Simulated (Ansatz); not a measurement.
Cost and result for the atomization energy of Cl2FH3O2Si2, SMILES `O[Si@@H](Cl)O[Si@H](F)Cl` (10 atoms, 9 bonds).

Cartesian coordinates in Å:
```
O 1.3733 0.4022 1.5945
Si 1.4094 -0.1979 0.0848
Cl 1.6960 -2.1973 0.2834
O 0.0103 0.0850 -0.7062
Si -1.6009 0.1163 -0.6608
F -2.0521 1.3985 0.1565
Cl -2.3384 -1.5145 0.2917
H 1.1595 1.3287 1.7190
H 2.4841 0.3720 -0.7422
H -2.1412 0.2070 -2.0205
```

The species carries charge 0 and has multiplicity 1. All single points use the PBE0-D4/def2-TZVP geometry. It is one conformer, not always the lowest. Program: Ansatz. All runs use 2 threads of an AMD EPYC 7R13 on a shared host and a share of an NVIDIA H100 80 GB. Times are those of one run each, without the atoms' runs, and a repeat can differ threefold. Electronic energies, without spin–orbit coupling; frozen cores. CCSD(T)/CBS adds CCSD(T) − MP2 in def2-TZVPP to the MP2 limit, and its time is that of the two runs behind it. T1 = 0.011. B3LYP takes the VWN-RPA correlation (the form of Gaussian; ORCA's B3LYP/G).

CCSD(T)/CBS is a level of theory with its own doubt, some kJ/mol a heavy atom from the limit and from the frozen cores, so smaller differences don't rank the functionals.

| level | functions | wall time |
| --- | --- | --- |
| B2PLYP/def2-TZVPP | 303 | 2.2 s |
| r2SCAN-D4/def2-TZVPP (with forces) | 303 | 2.3 s |
| PBE0-D4/def2-TZVPP | 303 | 2.3 s |
| ωB97X-V/def2-TZVPP | 303 | 2.4 s |
| B3LYP-D4/def2-TZVPP (with forces) | 303 | 2.5 s |
| MP2/def2-QZVPP | 541 | 3.2 s |
| PBE-D4/def2-TZVPP (with forces) | 303 | 3.3 s |
| ωB97M-V/def2-TZVPP (with forces) | 303 | 3.3 s |
| CCSD(T)/def2-TZVPP | 303 | 4.6 s |
| CCSD(T)/CBS(def2) | – | 7.8 s |

(1) What atomization energy does each give, and how far from CCSD(T)/CBS? (Best estimate.)

Results:

(1) The calculation gave: 
```csv
level,atomization (kJ/mol),difference from CCSD(T)/CBS,per bond
B2PLYP/def2-TZVPP,3879.2,-89.9,-10.0
r2SCAN-D4/def2-TZVPP (with forces),3956.1,-13.0,-1.4
PBE0-D4/def2-TZVPP,3888.4,-80.7,-9.0
ωB97X-V/def2-TZVPP,3956.9,-12.2,-1.4
B3LYP-D4/def2-TZVPP (with forces),3894.3,-74.8,-8.3
MP2/def2-QZVPP,4065.3,96.2,10.7
PBE-D4/def2-TZVPP (with forces),3961.0,-8.1,-0.9
ωB97M-V/def2-TZVPP (with forces),3959.8,-9.3,-1.0
CCSD(T)/def2-TZVPP,3830.6,-138.5,-15.4
CCSD(T)/CBS(def2),3969.1,0.0,0.0
```

The D4 term adds +54.6 kJ/mol with B3LYP and +29.1 kJ/mol with PBE0; it sums over pairs of atoms, weighted by their polarisabilities, and B3LYP, whose exchange is more repulsive, gets the larger term. From PBE to PBE0 (25 % exact exchange), in def2-TZVPP and without D4, the atomization energy moves by −68.1 kJ/mol: exact exchange takes away binding that semilocal exchange gives to molecules. In def2-TZVPP, CCSD(T) changes the Hartree–Fock value by +933.3 kJ/mol (the triples alone add +64.8 kJ/mol) and MP2 by +1083.4 kJ/mol; breaking electron pairs costs correlation energy, which Hartree–Fock lacks.
